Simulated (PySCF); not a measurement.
**ECD: SMILES C1CCCCC=C=C(OC)C1, C10H16O**

Geometry (Å), atoms numbered from 1 in this order:
```xyz
27

C     2.5642    0.9201    1.2251
O     1.7154    0.7849    2.3326
C     0.7021   -0.1088    2.2075
C     0.5274   -0.8912    1.1542
C     0.0151   -1.3801    0.0466
C    -1.0133   -0.6099   -0.7566
C    -1.6677    0.5186    0.0360
C    -2.4779   -0.0075    1.2279
C    -2.5306    0.8776    2.4710
C    -1.2007    1.1854    3.1694
C    -0.2489   -0.0108    3.3654
H     3.3499    1.6334    1.5058
H     2.0202    1.2992    0.3424
H     3.0185   -0.0497    0.9537
H     0.2925   -2.3788   -0.3178
H    -0.5438   -0.2182   -1.6774
H    -1.7841   -1.3225   -1.1022
H    -2.3133    1.1121   -0.6316
H    -0.8796    1.2070    0.3826
H    -3.5123   -0.2062    0.8998
H    -2.0767   -0.9905    1.5228
H    -3.0204    1.8373    2.2282
H    -3.1971    0.3821    3.1987
H    -1.4333    1.6276    4.1519
H    -0.6478    1.9692    2.6257
H    -0.8072   -0.9508    3.4838
H     0.3500    0.1348    4.2782
```

Method used: TDDFT CAM-B3LYP/def2-SVP circular dichroism and optical rotation, one conformer, IEF-PCM ethanol (non-equilibrium linear response, no local-field factor) in PySCF. Geometry: PBE0-D3(BJ)/def2-SVP.

States above about 7.4 eV (minus the energy of the highest occupied orbital) lie near or above the ionisation threshold and depend on the basis. No stereocentre is labelled: unless the shape is locked (an allene, a helicene, a hindered biaryl), the mirror image is equally populated and a measured rotation or CD is zero. Singlets 11 and 12 lie within 0.01 eV of each other, so their separate moments and overlaps can depend on how they mix.

Q: Which excitations and rotatory strengths does the calculation give?

A: Rotatory strengths R in 10⁻⁴⁰ esu² cm², velocity form and length form (origin at the centre of mass); f in length form.
| state | E (eV) | λ (nm) | f | R (velocity) | R (length) | main |
| --- | --- | --- | --- | --- | --- | --- |
| 1 | 4.89 | 254 | 0.002 | -19.4 | -16.3 | HOMO→LUMO 0.90 |
| 2 | 6.32 | 196 | 0.004 | +13.1 | +15.9 | HOMO−1→LUMO+1 0.41, HOMO−1→LUMO 0.32 |
| 3 | 6.75 | 184 | 0.541 | -42.3 | -45.2 | HOMO→LUMO+1 0.69, HOMO−1→LUMO 0.11 |
| 4 | 7.21 | 172 | 0.238 | +74.0 | +74.8 | HOMO−1→LUMO 0.47, HOMO−1→LUMO+1 0.39 |
| 5 | 7.37 | 168 | 0.134 | -41.6 | -41.5 | HOMO→LUMO+2 0.65, HOMO→LUMO+3 0.18 |
| 6 | 7.98 | 155 | 0.021 | +4.1 | +4.2 | HOMO→LUMO+3 0.52, HOMO→LUMO+4 0.23 |
| 7 | 8.22 | 151 | 0.004 | -7.7 | -8.8 | HOMO→LUMO+4 0.55, HOMO→LUMO+3 0.15 |
| 8 | 8.33 | 149 | 0.022 | -38.2 | -33.1 | HOMO−1→LUMO+2 0.60, HOMO→LUMO+4 0.11 |
| 9 | 8.47 | 146 | 0.015 | +13.2 | +12.1 | HOMO−2→LUMO 0.40, HOMO−3→LUMO 0.26 |
| 10 | 8.58 | 144 | 0.004 | +4.7 | +7.8 | HOMO→LUMO+5 0.40, HOMO→LUMO+6 0.38 |
| 11 | 8.76 | 141 | 0.040 | -29.9 | -28.2 | HOMO→LUMO+6 0.28, HOMO→LUMO+5 0.12 |
| 12 | 8.77 | 141 | 0.023 | -16.7 | -12.8 | HOMO−2→LUMO 0.24, HOMO→LUMO+6 0.20 |

Among the states computed, the strongest CD band (largest |R|) is state 4. The largest dissymmetry factor in size, g = 4R/(D+G), with D and G the electric and magnetic dipole strengths, is -0.091 for state 1 (velocity form, f = 0.002), among bands with |R| over 0.5. The mirror image has the same energies and oscillator strengths and all R with the opposite sign.
